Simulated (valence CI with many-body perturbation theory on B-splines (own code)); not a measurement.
## Ladder of approximations for Er LXIII

Calculated by configuration interaction combined with many-body perturbation theory (CI+MBPT): four valence electrons over a frozen Dirac-Fock core [He], a basis of 11 s, 11 p, 9 d, 7 f, 5 g, 2 h, 1 i functions for each j, with the one-electron correlation potential Σ1, the two-electron term Σ2, the three-electron term Σ3, Breit, model QED; selected CI, second order for the rest (own B-spline code, finite nucleus).

No measured spectrum was set against this ion. As an estimate, large intervals hold to a few tenths of a per cent, small ones and those within an open d or f shell to about a per cent. Among the levels kept, up to 270 cm⁻¹ of a level comes from second order outside the variational space, and about a tenth of that is noise between levels of different J, which matters for small intervals.

Each rung adds one term. CI alone is the Dirac-Coulomb CI over the frozen core; QED comes last and gives the full result, which names the levels. Energies are above (2s^2 2p1/2^2) J=0 on the same rung, in eV.

Levels are named by their leading jj configuration (3d3/2^4 stands for four electrons in 3d with j = 3/2), which in mixed levels can hold well under half, so a name can repeat and another be missing. Letters in brackets count levels of one name in rising energy.

```
                     Level  CI alone     Σ1     Σ2     Σ3   Breit     QED    Full
    (2s^2 2p1/2 2p3/2) J=1     968.3  +0.18  -0.06   0.00  -14.91   +1.46   955.0
    (2s^2 2p1/2 2p3/2) J=2     992.5  +0.18  -0.04  -0.03  -21.21   +1.46   972.8
    (2s 2p1/2^2 2p3/2) J=2    1236.6  -0.14  -0.24  -0.05   -5.58  -12.01  1218.6
    (2s 2p1/2^2 2p3/2) J=1    1313.7  -0.14  -0.38  -0.13   -3.23  -12.07  1297.8
        (2s^2 2p3/2^2) J=2    1976.7  +0.35  -0.03  -0.04  -32.21   +2.70  1947.4
        (2s^2 2p3/2^2) J=0    2025.6  +0.35  +0.06  -0.09  -25.35   +2.67  2003.2
(2s 2p1/2 2p3/2^2) J=2 [a]    2177.1  +0.04  -0.19  -0.03  -18.44  -10.59  2147.9
    (2s 2p1/2 2p3/2^2) J=3    2229.2  +0.04  -0.20  -0.07  -28.03  -10.61  2190.3
    (2s 2p1/2 2p3/2^2) J=0    2268.7  +0.04  -0.13  -0.10  -13.43  -10.62  2244.4
(2s 2p1/2 2p3/2^2) J=1 [a]    2293.6  +0.04  -0.44  -0.15  -17.52  -10.67  2264.9
(2s 2p1/2 2p3/2^2) J=2 [b]    2309.5  +0.04  -0.40  -0.15  -23.66  -10.65  2274.6
(2s 2p1/2 2p3/2^2) J=1 [b]    2306.3  +0.04  -0.26  -0.14  -16.89  -10.65  2278.4
     (2p1/2^2 2p3/2^2) J=2    2586.6  -0.28  -0.67  -0.19   -7.52  -23.91  2554.0
     (2p1/2^2 2p3/2^2) J=0    2638.3  -0.27  -0.60  -0.20   -0.46  -23.90  2612.9
          (2s 2p3/2^3) J=2    3238.2  +0.21  -0.18  -0.10  -32.97   -9.18  3196.0
          (2s 2p3/2^3) J=1    3313.6  +0.21  -0.34  -0.17  -31.03   -9.24  3273.0
       (2p1/2 2p3/2^3) J=1    3564.2  -0.10  -0.60  -0.19  -18.00  -22.73  3522.6
       (2p1/2 2p3/2^3) J=2    3588.5  -0.10  -0.56  -0.19  -24.19  -22.72  3540.7
             (2p3/2^4) J=0    4592.7  +0.07  -0.47  -0.19  -30.60  -21.31  4540.2
```

The middle columns are the shifts that each term adds.

How does the ionisation energy move along the ladder, and which term matters most?

CI alone 15177, + Σ1 15177, + Σ2 15177, + Σ3 15177, + Breit 15147, + QED 15147 eV. The largest step is Breit, -30 eV. NIST lists 15146 ± 15 eV (theoretical).
